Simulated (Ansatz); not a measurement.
The cluster Hf₃Si₂. Total charge 0; singlet. Geometry PBE-D4/def2-SVP.

```xyz
5

Hf    0.0695   -2.0625    0.0977
Hf    0.0952   -0.1611    2.0575
Hf    1.4718    0.3120   -0.3221
Si   -1.2993    0.2260   -0.2021
Si   -0.3373    1.6856   -1.6311
```

In the def2 sets Hf takes a core potential; there is no spin–orbit coupling. The restricted singlet is unstable towards broken spin symmetry in Hartree–Fock (as tested in another run); at PBE-D4/def2-TZVP, r2SCAN-D4/def2-TZVP, PBE0-D4/def2-TZVP, BHLYP-D4/def2-TZVP and others this wasn't settled. No other spin state of charge 0 was run. Another isomer (triplet) lies 2.57 eV lower at PBE0-D4/def2-TZVP; other spin states weren't run for this one.

Estimate the orbital energies around the gap (eV) in Ansatz with PBE-D4/def2-TZVP, r2SCAN-D4/def2-TZVP, PBE0-D4/def2-TZVP, BHLYP-D4/def2-TZVP, CAM-B3LYP-D4/def2-TZVP.


| orbital | PBE-D4/def2-TZVP | r2SCAN-D4/def2-TZVP | PBE0-D4/def2-TZVP | BHLYP-D4/def2-TZVP | CAM-B3LYP-D4/def2-TZVP |
| --- | --- | --- | --- | --- | --- |
| HOMO−5 | -5.42 | -5.54 | -6.21 | -6.83 | -7.23 |
| HOMO−4 | -4.90 | -5.03 | -5.62 | -6.20 | -6.58 |
| HOMO−3 | -4.34 | -4.42 | -5.03 | -5.60 | -5.98 |
| HOMO−2 | -4.06 | -4.10 | -4.70 | -5.19 | -5.60 |
| HOMO−1 | -4.06 | -4.10 | -4.60 | -4.98 | -5.39 |
| HOMO | -3.74 | -3.79 | -4.36 | -4.88 | -5.27 |
| LUMO | -3.30 | -3.15 | -2.50 | -1.57 | -1.42 |
| LUMO+1 | -3.19 | -3.07 | -2.40 | -1.45 | -1.30 |
| LUMO+2 | -2.77 | -2.68 | -2.13 | -1.32 | -1.18 |
| LUMO+3 | -2.70 | -2.63 | -2.02 | -1.21 | -1.05 |
| LUMO+4 | -2.42 | -2.32 | -1.86 | -1.17 | -1.01 |
| LUMO+5 | -2.21 | -2.12 | -1.62 | -0.90 | -0.75 |
